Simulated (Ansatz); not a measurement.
Cost and result up the ladder for Al2S2 (4 atoms). Charge 0, multiplicity 1. Geometry: PBE0-D4/def2-TZVP.

```
atom   x (Å)   y (Å)   z (Å)
 Al1   0.042   1.442   1.302
 Al2   0.466  -1.851  -0.368
  S3  -1.194  -0.107  -0.092
  S4   0.686   0.515  -0.842
```

Ansatz on 2 threads of Arm Neoverse V2 on a shared host. Times are rough, and most runs start from the orbitals of an earlier one. No level here is sound enough to serve as a yardstick. Binding counts from free atoms at the same level (Al doublet, S triplet; other spins of the atoms weren't run), without zero-point energy or a counterpoise term.

HSE06 is defined as in plane-wave codes, on full-range PBE exchange. Correlated methods freeze 20 core orbitals. Another isomer (singlet) lies 0.73 eV lower at PBE0-D4/def2-TZVP; other spin states weren't run for this one.

Run but left out: HF/def2-TZVP (restricted singlet, unstable in another Hartree–Fock run and untested here).

Correlated methods converge slowly with the basis.

```json
{"level": "PBE0-D4/def2-TZVP", "functions": "148", "wall time": "1.4 s", "binding energy per atom (eV)": "2.78", "remarks": "restricted SCF unstable in HF"}
{"level": "PBE-D4/def2-TZVP (with forces)", "functions": "148", "wall time": "1.8 s", "binding energy per atom (eV)": "2.89", "remarks": "restricted SCF unstable in HF"}
{"level": "HSE06-D4/def2-TZVP", "functions": "148", "wall time": "2.1 s", "binding energy per atom (eV)": "2.79", "remarks": "restricted SCF unstable in HF"}
{"level": "r2SCAN-D4/def2-TZVP", "functions": "148", "wall time": "3.8 s", "binding energy per atom (eV)": "2.78", "remarks": "restricted SCF unstable in HF"}
{"level": "CCSD(T)/def2-TZVPP", "functions": "168", "wall time": "14 s", "binding energy per atom (eV)": "2.60", "remarks": "restricted SCF unstable"}
```
